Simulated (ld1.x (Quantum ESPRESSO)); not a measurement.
## What the settings do to the ultrasoft potential of praseodymium

Base potential:

Pr, ultrasoft, made with ld1.x (Quantum ESPRESSO) 7.5 (LDA (PZ), fully relativistic). Core [Kr] 4d10, reference 4f2.5 5s2 5p6 5d0.5 6s2 6p0. Waves: 5s (bound): rcut 2.35, rcutus 2.95 bohr; 6s (bound): rcut 2.35, rcutus 2.95 bohr; 5p (bound): rcut 2.30, rcutus 3.05 bohr; 6p (bound, empty): rcut 2.30, rcutus 3.05 bohr; 5d (bound): rcut 1.95, rcutus 2.55 bohr; 5d channel at 2.05 Ry: rcut 1.95, rcutus 2.55 bohr; 4f (bound): rcut 0.90, rcutus 1.20 bohr; 4f channel at 4.9 Ry: rcut 0.90, rcutus 1.20 bohr. Local part: all-electron potential smoothed inside 1.90 bohr (lloc = -1). Core correction: a·sin(br)/r model core, default radius (core density twice the valence density). Augmentation charge: built from norm-conserving waves at rcut, not smoothed further.

Open shells are filled in proportion to 2j + 1 (rel_dist='average').

Cutoffs, loose and tight: the cutoffs (Ry, on a coarse ladder) from which the occupation-weighted sum of valence levels, in a spherical-Bessel basis at the reference potential, stays within 10 and 1 mRy of its value at 400 Ry. They do not see the model core or the augmentation charge, which bear on the density cutoff. Test errors are all-electron minus pseudo excitation energies from the reference, over the configurations 4f3 5s2 5p6 5d0 6s2 6p0; 4f3 5s2 5p6 5d0 6s1 6p0; 4f3 5s2 5p6 5d0 6s0 6p0; 4f3 5s2 5p6 5d1 6s1 6p0; 4f3 5s2 5p6 5d0.5 6s1.5 6p0; 4f3 5s2 5p6 5d0 6s0 6p2; 4f2 5s2 5p6 5d1 6s1 6p0. A dash means not determined; rows that change the core or the reference have their own tests. The largest error is taken over the tests solved by every variant that gives reliable tests at all: 4f3 5s2 5p6 5d0 6s0 6p0; 4f3 5s2 5p6 5d0 6s0 6p2; 4f3 5s2 5p6 5d0 6s1 6p0; 4f3 5s2 5p6 5d0 6s2 6p0; 4f3 5s2 5p6 5d0.5 6s1.5 6p0; 4f3 5s2 5p6 5d1 6s1 6p0.

Cutoffs are not given where the Bessel-basis levels miss the radial ones by over 6 mRy, ghosts where they miss by over 20 mRy; a channel whose overlap is not positive is not tested.

A file whose overlap is not positive is unfit for use, and its test errors describe a broken file.

```tsv
change	outcome	bound ghosts	largest test error (meV)
base	generated, overlap not positive	not determined (overlap not positive)	+2059
waves 4f (bound): rcut 0.90, rcutus 1.08 bohr; 4f channel at 4.9 Ry: rcut 0.90, rcutus 1.08 bohr	generated, overlap not positive	not determined (overlap not positive)	+2059
waves 5s (bound): rcut 2.35, rcutus 3.86 bohr; 6s (bound): rcut 2.35, rcutus 3.86 bohr	failed: run_pseudo: Errors in PS-KS equation	–	–
local potential all-electron potential smoothed inside 3.64 bohr (lloc = -1)	failed: chargeps: negative rho	–	–
functional PBE	generated, overlap not positive	not determined (overlap not positive)	+1886
all radii but the core radius scaled by about 1.36 (s 4.02, p 4.16, d 3.48, f 1.64 bohr, rcut 3.20/3.14/2.66/1.22); local potential all-electron potential smoothed inside 2.60 bohr (lloc = -1)	failed: chargeps: negative rho	–	–
waves 5p (bound): rcut 2.30, rcutus 4.52 bohr; 6p (bound): rcut 2.30, rcutus 4.52 bohr	failed: chargeps: negative rho	–	–
wave 4f channel at 4.9 Ry: rcut 0.90, rcutus 1.20 bohr becomes 4f channel at -0.06 Ry: rcut 0.90, rcutus 1.20 bohr	generated, overlap not positive	not determined (overlap not positive)	+2061
```

Q: What comes out with this change to the base: core [Kr] 4d10 4f2, valence charge 11; reference 5s2 5p6 5d0 6s0 6p0; waves now 5s (bound): rcut 1.85, rcutus 1.95 bohr; 6s (bound): rcut 1.85, rcutus 1.95 bohr; 5p (bound): rcut 2.10, rcutus 2.60 bohr; 6p (bound): rcut 2.10, rcutus 2.60 bohr; 5d (bound): rcut 3.25, rcutus 3.60 bohr; 5d channel at 2.05 Ry: rcut 3.25, rcutus 3.60 bohr; local potential all-electron potential smoothed inside 3.00 bohr (lloc = -1); core correction Bessel-smoothed model core inside 1.30 bohr?

A: outcome: generated; bound ghosts: not determined; largest test error (meV): test run stopped at test 4 of 7 (negative rho), 2 before it not solved.
